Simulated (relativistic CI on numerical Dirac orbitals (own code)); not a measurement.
## Hyperfine structure of Co²⁵⁺, mass number 59

Computed by Dirac-Coulomb-Breit CI, orbitals from a KLI potential per configuration, QED by a radiative potential, unscaled Slater integrals (own radial code, finite nucleus).

Configurations in the expansion: 1s2, 1s 2s, 1s 2p, 1s 3s, 1s 3p, 1s 3d, 1s 4s, 1s 4p, 1s 4d, 1s 4f, 1s 5s, 1s 5p, 1s 5d, 1s 5f, 1s 5g, 1s 6s, 1s 6p, 1s 6d. Levels of other configurations are missing.

Nuclear spin I = 7/2, μ = 4.615 μN, Q = 0.42 b (tables of Stone and Pyykkö). The electronic factors are computed for point nuclear moments, without core polarisation or the Bohr-Weisskopf and QED corrections.

| Level | E (eV) | A (GHz) | B (GHz) |
| --- | --- | --- | --- |
| 1s 2s 3S_1 | 7171.95 | 3897 | -0.000192 |
| 1s 2p 3P°_1 | 7204.59 | 3148 | -11.3 |
| 1s 2p 3P°_2 | 7222.08 | 1777 | 30.7 |
| 1s 2p 1P°_1 | 7241.12 | -1208 | 26.2 |
| 1s 3s 3S_1 | 8498.78 | 3606 | -0.000165 |
| 1s 3p 3P°_1 | 8507.82 | 3103 | -3.24 |
| 1s 3p 3P°_2 | 8513.03 | 1754 | 9.23 |
| 1s 3d 3D_2 | 8517.44 | 1742 | 1.71 |

Levels with J = 0, under 50 % of one LS term, or S terms without an open s electron are left out. Small factors come from cancelling terms and can be off by tens of per cent or more.

At this charge energies of transitions that change n are usually good to better than 1 %, and those within a shell (Δn = 0) to a few per cent.

(1) Give the hyperfine levels of 1s 2s 3S_1 relative to its centre of gravity.

Results:

(1) With K = F(F + 1) − I(I + 1) − J(J + 1), E = AK/2 + B[¾K(K + 1) − I(I + 1)J(J + 1)]/[2I(2I − 1)J(2J − 1)]: F = 5/2: -17530, F = 7/2: -3897, F = 9/2: 13640 GHz.

LS names give the leading component of a level, which can be under half, so a name can repeat, a term be missing and a line seem to break the LS rules.
